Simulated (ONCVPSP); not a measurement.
# How hard is this B ONCV potential?

boron (B), optimised norm-conserving Vanderbilt (ONCV), made with ONCVPSP 4.0.1 (PBE, scalar-relativistic). Core [He], reference 2s2 2p1. Waves: 2s: rc 1.65 bohr, ncon 4, nbas 7, qcut 4.4 1/bohr, 3 projectors, debl 0.6 Ha; 2p: rc 2.60 bohr, ncon 4, nbas 7, qcut 4.7 1/bohr, 2 projectors, debl 3.3 Ha; d scattering state at 0.14 Ha: rc 2.10 bohr, ncon 3, nbas 7, qcut 4.3 1/bohr, 2 projectors, debl 3.6 Ha. Local part: polynomial inside 1.35 bohr (lpopt 5, dvloc0 4 Ha). Core correction: Teter function, fcfact 1.5, rcfact 1.15.

Problem. For each optimised wave give the share of its norm inside rc, the residual kinetic energy above qcut (Ha) and the cutoffs (Ha) for errors of 10, 1, 0.1 and 0.01 mHa per electron.

Solution.

| wave | norm inside rc | residual KE | 10 mHa | 1 mHa | 0.1 mHa | 0.01 mHa |
| --- | --- | --- | --- | --- | --- | --- |
| 2s | 0.422 | 6.8e-04 | 4.8 | 9.1 | 34.0 | 44.6 |
| s projector 2 | 0.127 | 4.2e-04 | 3.4 | 8.4 | 14.0 | 36.5 |
| s projector 3 | 0.095 | 7.6e-04 | 4.8 | 9.2 | 14.7 | 27.2 |
| 2p | 0.675 | 6.6e-06 | 5.3 | 7.6 | 9.2 | 11.4 |
| p projector 2 | 0.229 | 4.0e-03 | 9.8 | 19.2 | 29.3 | 36.8 |
| d projector 1 | 0.012 | 1.1e-06 | 0.7 | 2.0 | 4.3 | 6.9 |
| d projector 2 | 0.205 | 5.9e-03 | 8.9 | 21.5 | 53.9 | 85.8 |

The occupied waves need 9.1 Ha and 34 Ha for 1 and 0.1 mHa. Note: ghosts flagged at negative energy: s at -17185.4 eV; no localised positive-energy state flagged. A true bound ghost makes a file unfit for plane-wave use.
